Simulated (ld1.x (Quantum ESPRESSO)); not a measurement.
# Scattering properties, TM potential for magnesium (Mg)

ld1.x (Quantum ESPRESSO) 7.5 input, shortened:

```
&input
   title='Mg', zed=12., rel=1, dft='PZ', iswitch=3,
   config='[Ne] 3s1.5 3p0'
 /
 &inputp
   pseudotype=2, tm=.true., lloc=0,
   nlcc=.true., new_core_ps=.true., rcore=0.35
 /
2
2P  2  1   6.00   0.00  1.20  1.20  0.0
2S  1  0   2.00   0.00  0.55  0.55  0.0
 &test
   configts(1)='2s2 2p6 3s1.5 3p0'
 /
```

Occupied shells without a wave of their own: 3s. They enter only through the test configuration that unscreens the potential, and ld1.x also counts them in the model core charge.

The phase is arctan(r·u′/u) with u = r·R(r), unwrapped; energies in Ry, scanned from -8 to 5 Ry. A pole is an energy at which the radial function vanishes at the test radius. The pseudo phase is shifted by a multiple of π to meet the all-electron one at the reference energy, and phase errors are pseudo minus all-electron; the curves can meet again beyond the range given. Levels narrower than the energy grid can be missing from the lists of poles.

Problem. For each channel, where are the poles, and over which energies does the pseudopotential scatter like the atom?

Solution.

| channel | radius (bohr) | reference energy (Ry) | poles, all-electron | poles, pseudo | unbroken range about the reference energy with phases within 0.05 rad | phase error 1 Ry above the reference energy (rad) |
| --- | --- | --- | --- | --- | --- | --- |
| s | 1.29 | -6.14 | -5.17 | -5.17 | the whole range | -0.000 |
| p | 1.29 | -3.75 | -2.81 | -2.80 | below 2.5 | +0.002 |

ld1.x takes every shell without a wave as core, so the model core holds the 3s electrons as well and exchange and correlation see them twice. This cancels in the reference configuration, but the file is broken for other ones, and its errors say nothing about a proper core correction.

Phases in the s channel:

| E (Ry) | all-electron | pseudo |
| --- | --- | --- |
| -8.00 | 1.004 | 1.004 |
| -7.52 | 0.823 | 0.822 |
| -7.04 | 0.362 | 0.361 |
| -6.56 | -0.633 | -0.634 |
| -6.08 | -1.240 | -1.240 |
| -5.60 | -1.468 | -1.468 |
| -5.12 | -1.579 | -1.579 |
| -4.64 | -1.647 | -1.647 |
| -4.16 | -1.694 | -1.694 |
| -3.68 | -1.731 | -1.731 |
| -3.20 | -1.762 | -1.762 |
| -2.72 | -1.790 | -1.790 |
| -2.24 | -1.816 | -1.816 |
| -1.76 | -1.842 | -1.842 |
| -1.28 | -1.868 | -1.869 |
| -0.80 | -1.896 | -1.897 |
| -0.32 | -1.926 | -1.927 |
| 0.16 | -1.960 | -1.961 |
| 0.64 | -1.999 | -2.000 |
| 1.12 | -2.043 | -2.046 |
| 1.60 | -2.097 | -2.100 |
| 2.08 | -2.162 | -2.167 |
| 2.56 | -2.244 | -2.250 |
| 3.04 | -2.348 | -2.356 |
| 3.52 | -2.482 | -2.494 |
| 4.00 | -2.657 | -2.674 |
| 4.48 | -2.878 | -2.901 |
| 4.96 | -3.139 | -3.167 |
